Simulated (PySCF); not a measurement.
A calculated (r2SCAN, PySCF 2.14, dyall-acv3z, scalar relativity by spin-free X2C-1e) atom or ion has these occupied shells.

```
shell  electrons  orbital energy (eV)  rms radius, mean of both spins (bohr)
 1s α          1              -1277.6                                  0.152
 1s β          1              -1277.5                                  0.152
 2s α          1              -91.912                                  0.761
 2s β          1              -91.826                                  0.761
 2p α          3              -57.042                                  0.776
 2p β          3              -56.908                                  0.776
 3s α          1              -12.062                                   2.98
```

Question: Name the element and its charge.

Answer: Mg⁺ (magnesium, charge +1), in [Ne] 3s1, 2S determinant.
